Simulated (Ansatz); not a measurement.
```yaml
crystal:
  periodic: [false, false, false]
  atoms:
    - {symbol: S, position_ang: [-2.187513, 0.342182, -0.008431]}
    - {symbol: Al, position_ang: [-0.074874, -0.062525, -0.345069]}
    - {symbol: S, position_ang: [1.441460, 0.008118, 1.219609]}
    - {symbol: S, position_ang: [0.523320, -0.563085, -2.374498]}
    - {symbol: H, position_ang: [-2.016494, 0.591477, 1.301117]}
    - {symbol: H, position_ang: [0.562348, 0.326823, 2.184868]}
    - {symbol: H, position_ang: [1.813054, -0.710991, -2.023195]}
basis:
  gaussian: {orbitals: 6-31G}
hamiltonian: {xc: {name: B2GP-PLYP}}
output: {forces: true}
```

```sh
$ ansatz run in.yaml --threads 4 --pin off --events-out ev --progress --plain --max-ram 10444MiB
```

It prints (some lines left out):

```
Functional definition: B2GP-PLYP
654 factors; integrals over basis functions are off by at most 2.8e-4 eV
mean field evaluation 1: about -39123.1361 eV, gradient 2.2e1 eV
mean field evaluation 2: about -39123.1378 eV, gradient 2.2e1 eV
mean field evaluation 4: about -39125.0491 eV, gradient 9.9e-1 eV
mean field evaluation 8: about -39125.0542 eV, gradient 1.5e-2 eV
mean field -39125.05415524 eV, -1437.8192202910 hartree, gradient 5.8e-6 eV, S^2 0.000000; 0 other end points of the search recorded, 0 dependent functions left out
20 core orbitals not correlated: weight in the atoms' cores, before any rotation towards them, 1.000 or more for the frozen orbitals, at most 0.000 for the correlated occupied ones
reference -39125.05428015 eV, -1437.8192248811 hartree; 12, 12 occupied and 26, 26 virtual orbitals, 654 factors
second order -6.10023311 eV of doubles, -0.00000000 eV of singles
mean field evaluation 16: about -39125.0548 eV, gradient 6.6e-2 eV
Total energy: -39127.25036407 eV, -1437.8999294766 hartree
Atom 0 at    -2.187513     0.342182    -0.008431 Å, force    -1.029466     0.078118    -0.399888 eV/Å
Atom 1 at    -0.074874    -0.062525    -0.345069 Å, force    -0.118478    -0.063704    -0.422970 eV/Å
Atom 2 at     1.441460     0.008118     1.219609 Å, force     1.075241    -0.101285     0.322010 eV/Å
Atom 3 at     0.523320    -0.563085    -2.374498 Å, force    -0.277268    -0.158014    -1.037149 eV/Å
Atom 4 at    -2.016494     0.591477     1.301117 Å, force    -0.228161     0.212708     0.838651 eV/Å
Atom 5 at     0.562348     0.326823     2.184868 Å, force    -0.275893     0.197438     0.809825 eV/Å
Atom 6 at     1.813054    -0.710991    -2.023195 Å, force     0.854024    -0.165262    -0.110479 eV/Å
Dipole moment:     0.100459     0.082193     0.503322 e Å
```

Hardware: 4 threads of an Intel Xeon 6975P-C on a shared host. Wall time 1 s, peak host memory 0.4 GiB.
